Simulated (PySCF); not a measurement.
The numbers below are computed, except where a source is named.
**Al2SiH2F5**

The system: Al2SiH2F5, a small molecule (built as: end group SiH2); neutral, doublet. The structure, one conformer, was relaxed in the gas phase by PBE0-D3(BJ)/def2-SVP. No frequency run checks that it is a minimum.

SMILES: [F][Al-]1([F])[F+][Al-]([F])([SiH2])[F+]1

```xyz
10

F     2.238   -0.315   -1.845
Al    1.835    0.784   -0.686
F     2.751    2.101   -0.320
F     0.086    1.197   -0.793
Al   -0.540    0.335    0.723
F    -0.823    1.521    1.848
Si   -1.884   -1.604    0.426
F     1.262   -0.069    0.794
H    -3.363   -1.453    0.546
H    -1.518   -2.524   -0.692
```
(Å; atoms numbered from 1)

EPR values by unrestricted B3LYP, IGLO-III on Al F Si, pcH-1 on H.

Q: Predict g and the largest hyperfine couplings. Where does the spin sit?

A: g = 2.0020, 2.0045, 2.0060. The spin sits on Si7 (98 %, bonded to 1 Al + 2 H) by Mulliken populations.
```csv
atom,isotope,isotropic (MHz),"dipolar, principal values (MHz)"
Si7,29Si,-290.9,"-170.6, 84.4, 86.2"
F4,19F,105.5,"-14.3, -14.1, 28.4"
Al5,27Al,30.9,"-9.1, -5.2, 14.3"
H9,1H,-13.4,"-10.6, 2.3, 8.3"
H10,1H,-11.6,"-10.6, 2.2, 8.3"
F8,19F,-15.1,"-3.4, -0.8, 4.2"
```

Q: How do the isotropic couplings move with BHandHLYP?

A: Si7 -290.9 to -321.6 MHz, F4 105.5 to 101.9 MHz, Al5 30.9 to 25.0 MHz, H9 -13.4 to -14.5 MHz.
